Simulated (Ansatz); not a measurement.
One change: `[F][Zr]([F])([F])[F]` becomes `C#[C][Zr]([F])([F])[F]`.

Ansatz, PBE0-D4/def2-TZVP geometries, multiplicity 1. 

Elements past krypton have def2 core potentials.

| property | `[F][Zr]([F])([F])[F]` |
| --- | --- |
| HOMO–LUMO gap (PBE/def2-TZVPP) / eV | 8.03 |
| HOMO energy (PBE0/def2-TZVPP) / eV | -12.20 |
| HOMO–LUMO gap (ωB97M-V/def2-TZVPP) / eV | 14.92 |
| size of the dipole moment (B3LYP/def2-TZVPP) / D | 0.00 |
| HOMO energy (ωB97M-V/def2-TZVPP) / eV | -14.72 |
| LUMO energy (B3LYP/def2-TZVPP) / eV | -1.51 |

Problem. What does the change do to each property? (Estimate.)

Solution. The calculation gave: 
| property | `C#[C][Zr]([F])([F])[F]` | shift |
| --- | --- | --- |
| HOMO–LUMO gap (PBE/def2-TZVPP) / eV | 4.62 | -3.41 |
| HOMO energy (PBE0/def2-TZVPP) / eV | -8.71 | 3.49 |
| HOMO–LUMO gap (ωB97M-V/def2-TZVPP) / eV | 11.01 | -3.91 |
| size of the dipole moment (B3LYP/def2-TZVPP) / D | 1.50 | 1.50 |
| HOMO energy (ωB97M-V/def2-TZVPP) / eV | -10.93 | 3.79 |
| LUMO energy (B3LYP/def2-TZVPP) / eV | -2.28 | -0.77 |

With PBE0 the HOMO rises by 3.49 eV and the LUMO falls by 0.84 eV, so the gap narrows by about 4.33 eV. PBE moves the HOMO by 2.66 eV and ωB97M-V by 3.79 eV. The zero-point energy changes by 42.2 kJ/mol with +6 modes.

B3LYP here is the variant with VWN-RPA as its local correlation; programs differ in this.
